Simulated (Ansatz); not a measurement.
`[CH3][Al@H-]1[F+][Al@H-]([CH3])[F+]1`, relaxed with RKS PBE0-D4/def2-TZVP in the Gaussian-basis code of Ansatz from a GFN2-xTB geometry. The force threshold is 0.005 eV/Å; the program also tests the step.

The species carries charge 0 and has multiplicity 1.

Start:

```xyz
14

C    -1.988   -1.587    1.561
Al   -0.716   -0.130    1.166
F    -0.869    0.561   -0.531
Al    0.753    0.078   -1.255
C     1.965    1.618   -1.501
F     0.871   -0.681    0.419
H    -2.450   -1.415    2.538
H    -2.809   -1.665    0.839
H    -1.529   -2.581    1.606
H    -0.269    1.097    1.961
H     0.371   -1.121   -2.120
H     2.911    1.513   -0.958
H     2.228    1.744   -2.555
H     1.530    2.569   -1.170
```

```json
{"step": "1", "energy (eV)": "-20827.5479", "largest force (eV/Å)": "0.820", "largest move (Å)": "0.000"}
{"step": "2", "energy (eV)": "-20827.6931", "largest force (eV/Å)": "0.127", "largest move (Å)": "0.139"}
{"step": "3", "energy (eV)": "-20827.7030", "largest force (eV/Å)": "0.067", "largest move (Å)": "0.050"}
{"step": "4", "energy (eV)": "-20827.7044", "largest force (eV/Å)": "0.038", "largest move (Å)": "0.031"}
{"step": "5", "energy (eV)": "-20827.7056", "largest force (eV/Å)": "0.199", "largest move (Å)": "0.147"}
{"step": "6", "energy (eV)": "-20827.7085", "largest force (eV/Å)": "0.047", "largest move (Å)": "0.012"}
{"step": "7", "energy (eV)": "-20827.7111", "largest force (eV/Å)": "0.010", "largest move (Å)": "0.086"}
{"step": "8 (rejected)", "energy (eV)": "-20827.7008", "largest force (eV/Å)": "0.455", "largest move (Å)": "0.196"}
{"step": "9", "energy (eV)": "-20827.7125", "largest force (eV/Å)": "0.060", "largest move (Å)": "0.082"}
{"step": "10", "energy (eV)": "-20827.7131", "largest force (eV/Å)": "0.183", "largest move (Å)": "0.098"}
{"step": "11", "energy (eV)": "-20827.7157", "largest force (eV/Å)": "0.063", "largest move (Å)": "0.011"}
{"step": "13 (rejected)", "energy (eV)": "-20827.7002", "largest force (eV/Å)": "0.540", "largest move (Å)": "0.196"}
{"step": "15", "energy (eV)": "-20827.7202", "largest force (eV/Å)": "0.165", "largest move (Å)": "0.092"}
{"step": "17", "energy (eV)": "-20827.7252", "largest force (eV/Å)": "0.007", "largest move (Å)": "0.084"}
{"step": "19", "energy (eV)": "-20827.7270", "largest force (eV/Å)": "0.246", "largest move (Å)": "0.096"}
{"step": "21", "energy (eV)": "-20827.7316", "largest force (eV/Å)": "0.005", "largest move (Å)": "0.058"}
{"step": "23", "energy (eV)": "-20827.7324", "largest force (eV/Å)": "0.041", "largest move (Å)": "0.050"}
{"step": "25 (rejected)", "energy (eV)": "-20827.7283", "largest force (eV/Å)": "0.284", "largest move (Å)": "0.049"}
{"step": "27", "energy (eV)": "-20827.7334", "largest force (eV/Å)": "0.040", "largest move (Å)": "0.049"}
{"step": "29", "energy (eV)": "-20827.7338", "largest force (eV/Å)": "0.038", "largest move (Å)": "0.009"}
{"step": "31", "energy (eV)": "-20827.7340", "largest force (eV/Å)": "0.001", "largest move (Å)": "0.022"}
{"step": "33", "energy (eV)": "-20827.7341", "largest force (eV/Å)": "0.003", "largest move (Å)": "0.006"}
```

End:

```xyz
14

C    -1.905   -1.537    1.499
Al   -0.674   -0.069    1.225
F    -0.879    0.653   -0.447
Al    0.674    0.069   -1.225
C     1.905    1.537   -1.499
F     0.879   -0.653    0.447
H    -2.918   -1.175    1.698
H    -1.955   -2.198    0.629
H    -1.611   -2.147    2.360
H    -0.321    1.095    2.228
H     0.320   -1.094   -2.229
H     2.919    1.175   -1.693
H     1.615    2.144   -2.363
H     1.951    2.200   -0.631
```

Hardware: 4 threads of an Intel Xeon 6975P-C on a shared host. Wall time 93 s, peak host memory 0.86 GiB.
